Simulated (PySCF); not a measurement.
Al²⁺ (aluminium, charge +2): UHF calculation

Configuration: [Ne] 3p1, 2P determinant (an excited configuration). All numbers are calculated (PySCF 2.14, no relativity, point nucleus, in dyall-acv3z (19s12p6d4f, 113 functions)).

* Total energy: -240.790930 hartree
* One-electron energy: -326.5904 hartree
* Hartree (Coulomb) energy: 103.4644 hartree
* Exchange energy: -17.6649 hartree
* Kinetic energy: 240.79058 hartree
* ⟨S²⟩: 0.7500
* ⟨L²⟩: 2.000
* Sum of ⟨r⟩: 7.662 bohr
* Sum of ⟨r²⟩: 11.38 bohr²
* Traceless quadrupole moment −½Σ⟨3z² − r²⟩ along its main axis: -3.08 e·bohr²
* Density at the nucleus (Gaussians lack the cusp): 1390 bohr⁻³
* Spin density at the nucleus: -0.0152 bohr⁻³
* Langevin diamagnetic susceptibility: -9.01 ×10⁻⁶ cm³/mol

```tsv
shell	electrons	mean orbital energy (eV)	spread (eV)	rms radius, mean of both spins (bohr)
1s α	1	-1614.3	0	0.140
1s β	1	-1614.2	0	0.140
2s α	1	-155.29	0	0.678
2s β	1	-155.08	0	0.678
2p α	3	-109.71	0.432	0.670
2p β	3	-109.34	0.438	0.670
3p α	1	-21.533	0	2.78
```

Spin-orbit constants ζ (cm⁻¹) from the X2C one-electron operator on these orbitals (non-relativistic here): bare nucleus, nucleus screened by l(l+1)(2l+1)/3 electrons, and screened by the Breit-Pauli mean field of the electrons.

| shell | bare | screened nucleus | mean field |
| --- | --- | --- | --- |
| 2p | 2679 | 2266 | 2081 |
| 3p | 161.0 | 136.3 | 123.4 |

To first order the Landé constant is A = 123.4 cm⁻¹, so the lowest level has J = 1/2 and lies 0.0153 eV below the centre of the term.
